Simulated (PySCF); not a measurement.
# Fractional electron number in Sb⁻ (antimony, charge -1)

The 5p beta orbital of [Kr] 4d10 5s2 5p4 is emptied in steps (occupation f), with all orbitals relaxed, ending at [Kr] 4d10 5s2 5p3. Computed with PySCF 2.14 in aug-cc-pVDZ-PP with ECP28MDF (5s4p3d, 32 functions), with scalar relativity through the core potential. The exact energy is a straight line in f; departures are measured from the line between the end points of the same method.

```csv
f,LDA (eV),PBE (eV),PBE0 (eV),r2SCAN (eV),LC-wPBE (eV),BHandHLYP (eV),CAM-B3LYP (eV),B3LYP (eV)
1,0.000,0.000,0.000,0.000,0.000,0.000,0.000,0.000
0.8,-0.412,-0.392,-0.272,-0.363,0.063,-0.171,-0.127,-0.315
0.6,-0.631,-0.600,-0.414,-0.546,0.090,-0.265,-0.199,-0.482
0.4,-0.645,-0.610,-0.418,-0.541,0.087,-0.273,-0.208,-0.492
0.2,-0.438,-0.412,-0.281,-0.349,0.057,-0.188,-0.144,-0.334
0,0.000,0.000,0.000,0.000,0.000,0.000,0.000,0.000
```

```tsv
method	E(f=0) − E(f=1) (eV)	−ε at f=1 (eV)	−ε at f=0.4 (eV)
LDA	1.140	-1.372	1.614
PBE	0.909	-1.494	1.372
PBE0	0.847	-0.822	1.175
r2SCAN	0.863	-1.388	1.363
LC-wPBE	0.799	1.224	0.714
BHandHLYP	0.843	-0.187	1.029
CAM-B3LYP	0.983	0.225	1.114
B3LYP	1.039	-0.885	1.402
```

Orbital energy along the path (eV):

| f | LDA | PBE | PBE0 | r2SCAN | LC-wPBE | BHandHLYP | CAM-B3LYP | B3LYP |
| --- | --- | --- | --- | --- | --- | --- | --- | --- |
| 1 | 1.372 | 1.494 | 0.822 | 1.388 | -1.224 | 0.187 | -0.225 | 0.885 |
| 0.8 | 0.451 | 0.601 | 0.193 | 0.511 | -1.016 | -0.172 | -0.477 | 0.175 |
| 0.6 | -0.545 | -0.357 | -0.475 | -0.415 | -0.854 | -0.580 | -0.775 | -0.588 |
| 0.4 | -1.614 | -1.372 | -1.175 | -1.363 | -0.714 | -1.029 | -1.114 | -1.402 |
| 0.2 | -2.744 | -2.430 | -1.893 | -2.262 | -0.579 | -1.519 | -1.493 | -2.262 |
| 0 | -3.919 | -3.503 | -2.603 | -2.837 | -0.447 | -2.048 | -1.926 | -3.153 |

At f = 1 the orbital energy is positive for LDA, PBE, PBE0, r2SCAN, BHandHLYP, B3LYP: only the finite basis holds the electron.

Reference removal energy between the ground levels: 1.047 eV (measured; photodetachment measurements, as compiled on the Wikipedia data page of electron affinities). The calculation has no spin-orbit coupling.
